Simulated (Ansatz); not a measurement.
Consider the substitution at a C–Sn bond: `C=[CH][SnH2][Br]` + `[CH3][Zn][NH2]` → `C=C[NH][Zn][CH3]` + `[Br][SnH3]`.

Computed with Ansatz on PBE0-D4/def2-TZVP structures; ΔE is electronic, products minus reactants. CCSD(T)/CBS is the MP2 limit (def2-TZVPP, def2-QZVPP) plus CCSD(T) − MP2 in def2-TZVPP, frozen cores. Functionals use def2-TZVPP. B3LYP here is the variant with VWN-RPA as its local correlation; programs differ in this. HSE06 is defined as in plane-wave codes. Elements past krypton have def2 core potentials. For Br, Sn, Zn outer-core shells are correlated without core-valence functions, which leaves a few kJ/mol of doubt a bond. Scalar relativity is left out up to krypton. Each species was taken in one conformer, which may not be the lowest.

`C=[CH][SnH2][Br]`:

Cartesian coordinates in Å:
```
C -1.090 0.503 1.119
C -0.250 -0.464 0.776
Sn 0.923 -0.383 -0.985
Br 0.325 1.774 -2.072
H -1.223 1.394 0.511
H -1.685 0.443 2.027
H -0.147 -1.340 1.413
H 2.600 -0.319 -0.681
H 0.546 -1.608 -2.109
```

`[CH3][Zn][NH2]`:

Cartesian coordinates in Å:
```
C -1.287 -0.564 0.822
Zn 0.237 0.127 -0.133
N 1.682 0.875 -0.953
H -0.987 -0.949 1.799
H -1.764 -1.376 0.269
H -2.031 0.220 0.985
H 1.577 1.264 -1.879
H 2.573 0.402 -0.909
```

`C=C[NH][Zn][CH3]`:

```xyz
12

C    -1.434   -1.544    0.781
C    -0.692   -0.859    1.659
N     0.234    0.115    1.378
Zn    0.668    0.710   -0.305
C     1.146    1.360   -2.051
H    -2.135   -2.293    1.119
H    -1.363   -1.377   -0.292
H    -0.818   -1.081    2.719
H     0.674    0.494    2.199
H     1.686    2.307   -1.979
H     1.783    0.643   -2.572
H     0.251    1.525   -2.655
```

`[Br][SnH3]`:

```xyz
5

Br   -0.272    1.349   -1.811
Sn    0.025   -0.124    0.166
H    -1.067   -1.413   -0.027
H    -0.331    0.826    1.530
H     1.645   -0.639    0.141
```

```csv
level,ΔE (kcal/mol)
B97M-V,0.3
B3LYP-D4,2.0
HSE06,1.1
CAM-B3LYP,1.2
LC-ωPBE,1.8
HF/def2-SVP,-4.7
HF/CBS(def2),0.9
CCSD/CBS(def2),6.1
```

Problem. What does CCSD(T)/CBS give? (Best estimate.)

Solution. Ansatz gave: +6.5 kcal/mol. The listed levels differ from it by -6.2, -4.5, -5.4, -5.3, -4.7, -11.2, -5.6, -0.4 kcal/mol.

Largest T1 diagnostic among the species: 0.014.

Leaving LDA and LC-ωPBE aside and taking each functional with its dispersion term where it has one, the values, not all of them listed here, spread over 2.9 kcal/mol, from B97M-V to ωB97M-V. LDA lies −2.8 kcal/mol from PBE without D4. At CCSD(T), def2-SVP lies −9.2 kcal/mol from the extrapolated value and def2-TZVPP −1.5 kcal/mol. In def2-TZVPP, CCSD(T) changes the Hartree–Fock value by +4.0 kcal/mol (the triples alone add +0.3 kcal/mol) and MP2 by +5.2 kcal/mol.
